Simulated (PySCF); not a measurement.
## B (boron, neutral) across methods

[He] 2s1 2p1 3s1, high-spin 4P determinant (an excited configuration). Calculation: PySCF 2.14, in dyall-av2z (11s7p2d, 42 functions); no relativity, point nucleus.

| method | E (hartree) | mean ε 2s α (eV) | mean ε 2p α (eV) | mean ε 3s α (eV) | Σ⟨r²⟩ (bohr²) | ⟨S²⟩ |
| --- | --- | --- | --- | --- | --- | --- |
| PBEsol | -24.1406 | -15.233 | -9.396 | -1.853 | 43.77 | 3.750 |
| BHandHLYP | -24.3048 | -18.344 | -12.348 | -2.371 | 43.69 | 3.750 |
| TPSSh | -24.3185 | -16.137 | -10.288 | -1.993 | 43.94 | 3.750 |
| PBE | -24.2732 | -15.314 | -9.550 | -1.878 | 43.65 | 3.750 |
| LC-wPBE | -24.2836 | -20.154 | -14.090 | -3.373 | 43.92 | 3.750 |
| LDA | -24.0141 | -15.223 | -9.403 | -1.865 | 43.41 | 3.750 |
| PBE0 | -24.2814 | -16.983 | -11.053 | -2.254 | 43.76 | 3.750 |
| UHF | -24.23477 | -21.621 | -15.298 | -3.092 | 43.99 | 3.750 |

Question: Estimate the same row for r2SCAN.

Answer: E (hartree) = -24.3027; mean ε 2s α (eV) = -15.771; mean ε 2p α (eV) = -9.960; mean ε 3s α (eV) = -1.839; Σ⟨r²⟩ (bohr²) = 43.81; ⟨S²⟩ = 3.750.

The outer electron is Rydberg-like, and this basis confines it to a smaller radius and binds it less than a complete one would.
